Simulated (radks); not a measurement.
These are the eigenvalues of the occupied orbitals of an atom or ion with whole-number occupations (eV). All-electron calculation, non-relativistic Kohn-Sham, LB94 model potential, spin-polarised, spherical densities, point nucleus. Program: a radial shooting solver on a logarithmic mesh with Libxc functionals.

orbital  eigenvalue
1s down   -33077.16
1s up     -33077.16
2s up     -5042.819
2s down   -5042.796
2p up     -4751.646
2p down   -4751.608
3s up     -1050.331
3s down   -1050.310
3p up     -925.6999
3p down   -925.6756
3d up     -693.2084
3d down   -693.1867
4s up     -199.8349
4s down   -199.7801
4p up     -155.8912
4p down   -155.8597
4d down    -80.3191
4d up      -80.2902
5s up      -32.7317
5s down    -32.6910
5p up      -22.1958
5p down    -22.0309

Which element is it, and in what charge state? The configuration may be excited. Open shells, if any, are filled with parallel spins first.

Answer. Z = 54, xenon, charge +1: Xe+ in [Kr] 4d10 5s2 5p5. The list shows which subshells hold electrons but not how many an open one holds; the 1s level, -1215.6 hartree, gives Z - s = 49.3 by -(Z - s)^2/2, which with screening narrows Z to a few neighbours, and the depths of the outer levels then fix element, charge and occupations together.
